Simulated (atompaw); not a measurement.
## How hard is this phosphorus (P) PAW (atompaw) potential?

```
Element                 : phosphorus
Generator               : atompaw 4.2.0.5
Type                    : PAW
Functional              : PBE
Relativity              : scalar-relativistic
Frozen core             : [He]
Valence charge          : 13
Reference configuration : 2s2 2p6 3s2 3p3
Partial waves           : 2s (bound): rc 0.80 bohr; 3s (bound): rc 0.90 bohr; 2p (bound): rc 0.50 bohr; 3p (bound): rc 0.75 bohr
Local potential         : troulliermartins scheme with l = 2 at 1 Ry, radius 0.65 bohr
Core correction         : smooth core density matched at 0.60 bohr
Augmentation charge     : sinc compensation charge, radius 0.75 bohr; PAW radius 0.90 bohr; waves and projectors: custom rrkj gramschmidtortho
```

The pseudo-atom Hamiltonian at the reference potential is diagonalised in spherical Bessel functions j_l(qr) that vanish at 20 bohr, with q² up to the cutoff. All-electron valence levels (Ry): 2s -12.7881, 3s -1.0267, 2p -9.1501, 3p -0.4047.

**Question.** How do the lowest levels (Ry) of each channel move with the cutoff, and are there ghosts?

**Answer.**

```json
{"cutoff (Ry)": "8", "s #1": "-8.7639", "s #2": "-0.4453", "s #3": "0.0073", "p #1": "-1.3546", "p #2": "0.0014", "p #3": "0.0842", "d #1": "0.0640", "d #2": "0.1441", "f #1": "0.1141", "Σ f·Δε (mRy)": "57189.6"}
{"cutoff (Ry)": "25", "s #1": "-12.1520", "s #2": "-0.8096", "s #3": "-0.0150", "p #1": "-3.9566", "p #2": "-0.0873", "p #3": "0.0508", "d #1": "0.0637", "d #2": "0.1420", "f #1": "0.1141", "Σ f·Δε (mRy)": "33806.5"}
{"cutoff (Ry)": "50", "s #1": "-12.7340", "s #2": "-0.9379", "s #3": "-0.0225", "p #1": "-5.9330", "p #2": "-0.1780", "p #3": "0.0402", "d #1": "0.0636", "d #2": "0.1414", "f #1": "0.1141", "Σ f·Δε (mRy)": "20255.1"}
{"cutoff (Ry)": "100", "s #1": "-12.7874", "s #2": "-1.0200", "s #3": "-0.0275", "p #1": "-7.6975", "p #2": "-0.3005", "p #3": "0.0321", "d #1": "0.0635", "d #2": "0.1412", "f #1": "0.1141", "Σ f·Δε (mRy)": "9029.7"}
{"cutoff (Ry)": "180", "s #1": "-12.7881", "s #2": "-1.0265", "s #3": "-0.0279", "p #1": "-8.9446", "p #2": "-0.3992", "p #3": "0.0275", "d #1": "0.0635", "d #2": "0.1411", "f #1": "0.1141", "Σ f·Δε (mRy)": "1236.9"}
{"cutoff (Ry)": "400", "s #1": "-12.7882", "s #2": "-1.0267", "s #3": "-0.0279", "p #1": "-9.1479", "p #2": "-0.4047", "p #3": "0.0273", "d #1": "0.0635", "d #2": "0.1411", "f #1": "0.1141", "Σ f·Δε (mRy)": "0.0"}
```

Result: no extra level below or beside the all-electron valence levels (s, p, d, f tested); 10 mRy is reached at over 300 Ry and 1 mRy at over 300 Ry.
